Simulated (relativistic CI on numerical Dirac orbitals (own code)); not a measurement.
Spin-allowed bands of a d2 ion in a tetrahedral site, by hand

Problem. A d2 ion in a tetrahedral site has a 3A2 ground term and spin-allowed bands at ν1 = 4600 and ν2 = 7961 cm⁻¹ (from a computed ligand-field model). Find Δ and the Racah parameter B, and predict the third band.

Working.
1. The F term splits into A2 (−1.2Δ), T2 (−0.2Δ) and T1 (+0.6Δ), so ν1 = E(T2) − E(A2) = Δ = 4600 cm⁻¹.
2. T1(F) mixes with T1(P), which lies at 15B, through an element 0.4Δ. The two roots, counted from A2, are ν2,3 = ½(15B + 3Δ) ∓ ½√[(15B − Δ)² + 12BΔ].
3. Solving the lower root for B gives B = (2ν1² + ν2² − 3ν1ν2)/(15ν2 − 27ν1) = -4164279/-4785 = 870 cm⁻¹.
4. The sum of the roots is 15B + 3Δ, so ν3 = 15B + 3ν1 − ν2 = 18893 cm⁻¹ (529 nm).

Check. The bands were computed by exact diagonalisation of the d2 shell with B = 870 and Δ = 4600 cm⁻¹, which gives ν3 = 18889 cm⁻¹. C does not enter the terms of highest spin.
